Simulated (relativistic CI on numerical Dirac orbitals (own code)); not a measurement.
# Ta2+: 5d valence photoemission

Computed with this model: Dirac-Coulomb-Breit CI, separate exchange-only KLI orbitals for each configuration, a model potential for QED, valence Slater integrals scaled by 0.8, multiplet model of photoemission in the sudden approximation; configurations [Xe] 4f14 5d3 → [Xe] 4f14 5d2; 300 K; Lorentzian 0.3 eV and Gaussian 0.5 eV FWHM. Energies are those of the free ion, without screening or charge transfer. The energies are binding energies and can lie tens of eV above those of solids. S is read from ⟨S²⟩ = S(S + 1).

Field parameters in Wybourne normalisation: D3d B²₀ = −7Dσ, B⁴₀ = −14Dq − 21Dτ, B⁴₃ = −14√(10/7) Dq; D4h B²₀ = −7Ds, B⁴₀ = 21(Dq − Dt), B⁴₄ = 21√(5/14) Dq; Oh B⁴₀ = 21Dq, B⁴₄ = √(5/14) B⁴₀. The field is a parameter set, without covalency.

Computed curve for D4h, 10Dq = 37150, Ds = -30, Dt = -220 cm⁻¹, scaled to 100 at the maximum (points under 2 are left out and the grid is thinned):

(Energy (eV), Intensity): (23.4, 2.2), (23.5, 2.5), (23.6, 2.9), (23.7, 3.5), (23.8, 4.2), (23.9, 5.2), (24.0, 6.6), (24.1, 8.9), (24.2, 12.5), (24.3, 18.3), (24.4, 27.5), (24.5, 40.7), (24.6, 57.3), (24.7, 74.9), (24.8, 89.7), (24.9, 98.5), (25.0, 100.0), (25.1, 95.0), (25.2, 84.8), (25.3, 71.1), (25.4, 55.7), (25.5, 40.9), (25.6, 28.6), (25.7, 19.5), (25.8, 13.5), (25.9, 9.7), (26.0, 7.4), (26.1, 5.9), (26.2, 4.8), (26.3, 3.9), (26.4, 3.3), (26.5, 2.7), (26.6, 2.3), (26.7, 2.0)

The ground state has S = 1.49, and the centroid lies at 25.04 eV.
